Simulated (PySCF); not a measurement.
**Ionisation energy of Sn²⁺ by level of theory**

Sn²⁺ [Kr] 4d10 5s2 (1S) → Sn³⁺ [Kr] 4d10 5s1 (2S), as a difference of total energies. Calculation: PySCF 2.14, in aug-cc-pVQZ-PP with ECP28MDF (7s7p5d3f2g, 92 functions); scalar relativity through the core potential. Correlated levels: valence: 4s2 4p6 4d10 frozen. The calculations carry no spin-orbit coupling.

```json
{"method": "UHF", "ionisation energy (eV)": "28.535"}
{"method": "MP2 (valence)", "ionisation energy (eV)": "29.244"}
{"method": "SCS-MP2 (valence)", "ionisation energy (eV)": "29.386"}
{"method": "CCSD (valence)", "ionisation energy (eV)": "29.484"}
```

Errors of the correlated levels include the incompleteness of this basis and the frozen core.

With two correlated electrons CCSD is exact in that space.

Question: Which method comes closest to the reference value, and which is furthest?

Answer: The reference is 30.506 eV (measured; NIST Atomic Spectra Database, ionization energies). Closest: CCSD (valence) (error -1.022 eV); furthest: UHF (error -1.971 eV).
